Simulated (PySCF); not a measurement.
C3H7AlO.
Bonds: C1–C2 (double), C2–O3, O3–Al4, Al4–C5. Hydrogens: H6, H7 on C1; H8 on C2; H9 on Al4; H10, H11, H12 on C5.

Method: PBE0-D3(BJ)/def2-SVP geometry optimisation, gas phase in PySCF 2.14.0.

Task: How far are the bound atoms from Al4?

Result: 3 atoms: H9 1.586 Å, O3 1.722 Å, C5 1.942 Å. The nearest atom not counted as bound is H10, at 2.54 Å.

Task: List the angles at Al4.

Result: 
```json
{"angle": "C5–Al4–H9", "degrees": "126.2", "distance of the outer atoms (Å)": "3.15"}
{"angle": "O3–Al4–H9", "degrees": "118.3", "distance of the outer atoms (Å)": "2.84"}
{"angle": "O3–Al4–C5", "degrees": "115.5", "distance of the outer atoms (Å)": "3.10"}
```

Task: What is the shape at Al4?

Result: Planar: angles 126.2°, 118.3° and 115.5°, sum 360.0°, 0.01 Å off the plane of its three neighbours.

Task: What are the other bond lengths?

Result: C1=C2 1.337 Å; C2–O3 1.338 Å; C1–H6 1.091 Å; C1–H7 1.094 Å; C2–H8 1.099 Å; C5–H10, C5–H11, C5–H12 1.102 Å.

Task: Give some angles away from the centre.

Result: C1–C2–O3 126.6°, C2–O3–Al4 140.2°.

Task: What are the rotational constants (commonest isotopes, rigid rotor)?

Result: A = 14821, B = 1799, C = 1643 MHz: a near-prolate asymmetric top.

Point group: C1 (no symmetry element, even within 0.4 Å). Charge 0, singlet. Whether it is a minimum is left open (no frequencies).

The run took 26 s of wall time on AMD EPYC 9R45, one thread, shared host with 96 logical CPUs at a one-minute load of 28, and the process peaked at 0.45 GiB of memory. That covers the optimisation of the geometry.

Shape of the structure used: `[CH2:1]=[CH:2][O:3][AlH:4][CH3:5]`: C1–C2–O3–Al4 -26°, C2–O3–Al4–C5 176°.

One conformer stands for the species.
